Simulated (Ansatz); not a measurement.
Isolated molecules relaxed with PBE0-D4/def2-TZVP in Ansatz; ΔE leaves out vibrations. CBS: MP2 limit from def2 TZ/QZ plus the TZ coupled-cluster correction, frozen cores. Functionals use def2-TZVPP. B3LYP here is the variant with VWN-RPA as its local correlation; programs differ in this. For Br outer-core shells are correlated without core-valence functions, which leaves a few kJ/mol of doubt a bond. Scalar relativity is left out up to krypton.

`[SiH3]B1C[SiH2]O1` + `BrC1CO1` → `BrB1C[SiH2]O1` + `[SiH3]C1CO1`  (formal exchange of groups at a B–Si bond)

Is it downhill or uphill in electronic energy at CCSD(T)/CBS, and by how much? (Estimate.)

The calculation gave: Downhill: ΔE = -33.9 kcal/mol.

What do these levels give: r2SCAN-D4, B3LYP-D4, ωB97X-V, MP2/def2-TZVPP, MP2/def2-QZVPP, SCS-MP2/def2-QZVPP? (Estimate.)

Ansatz gave: r2SCAN-D4 -32.7, B3LYP-D4 -32.1, ωB97X-V -32.5, MP2/def2-TZVPP -35.6, MP2/def2-QZVPP -35.9, SCS-MP2/def2-QZVPP -35.0 kcal/mol.

Largest T1 diagnostic among the species: 0.014.

From PBE to PBE0 (25 % exact exchange), in def2-TZVPP and without D4, ΔE moves by −1.9 kcal/mol.
